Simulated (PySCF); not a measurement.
**He⁺ (helium, charge +1) across methods**

1s1, 2S determinant. Computed with PySCF 2.14 in aug-cc-pVDZ (3s2p, 9 functions), with no relativity, point nucleus.

```tsv
method	E (hartree)	mean ε 1s α (eV)	Σ⟨r²⟩ (bohr²)	⟨S²⟩
r2SCAN	-1.9950	-43.115	0.7788	0.750
B97-3	-1.9980	-45.255	0.7756	0.750
PBE	-1.9887	-41.960	0.7935	0.750
PBE0	-1.9916	-45.075	0.7869	0.750
PBEsol	-1.9647	-41.434	0.8027	0.750
UHF	-1.99436	-54.269	0.7708	0.750
LDA	-1.9367	-41.012	0.8190	0.750
M06-L	-2.0005	-42.745	0.7570	0.750
```

Task: Estimate the same row for wB97X-V.

Result: E (hartree) = -1.9897; mean ε 1s α (eV) = -47.510; Σ⟨r²⟩ (bohr²) = 0.7888; ⟨S²⟩ = 0.750.

For one electron the Hartree and exchange-correlation energies should cancel; what remains is the self-interaction error.
